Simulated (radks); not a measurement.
Results of a calculation; reference values are marked as such.
Species: Sc7+. Configuration: [Ne] 3s2 3p2 (the NIST ground configuration).

Level of theory: scalar-relativistic Kohn-Sham, exchange-only PBE, spin-polarised, spherical densities, finite nucleus; open shells are filled with parallel spins first; Fermi nuclear charge, rms radius 3.5459 fm (a radial shooting solver on a logarithmic mesh with Libxc functionals).

Energy parts (eV):
part                  energy
total             -20318.555
kinetic            20495.782
electron-nucleus  -46407.556
Hartree             6532.490
exchange            -939.271

Orbitals (lengths in bohr, moments of r in powers of bohr):
orbital  occ.  eigenvalue (eV)   <1/r>      <r>
1s up       1        -4539.270   20.77  0.07303
1s down     1        -4538.359   20.77  0.07302
2s up       1        -608.6486   4.316   0.3420
2s down     1        -607.7753   4.317   0.3417
2p up       3        -523.7458   4.223   0.3056
2p down     3        -522.5434   4.223   0.3054
3s up       1        -169.9004   1.467   0.9649
3s down     1        -164.3450   1.462   0.9700
3p up       2        -146.6100   1.383   0.9904
3p down     0        -141.2311   1.376   0.9980
3d up       0        -111.9179   1.206   0.9992
3d down     0        -107.1692   1.204    1.007
4s up       0         -74.4255  0.6950    2.019
4s down     0         -72.5533  0.6892    2.042
4p up       0         -66.3962  0.6582    2.121

The highest occupied level is 3p up at -146.61 eV. For comparison, the ionisation energy in NIST's Atomic Spectra Database is 158.1 eV (semi-empirical). In exact Kohn-Sham theory the highest level is minus the ionisation energy, but local and semilocal functionals leave it too shallow, through self-interaction and a potential that decays too fast; potentials with the right tail come closer. The density falls to 0.001 e/bohr^3 at r = 2.23 bohr. Summed over all electrons, <r^2> = 5.375 bohr^2, which gives a Langevin (diamagnetic) susceptibility term of -4.26 x 10^-6 cm^3/mol.
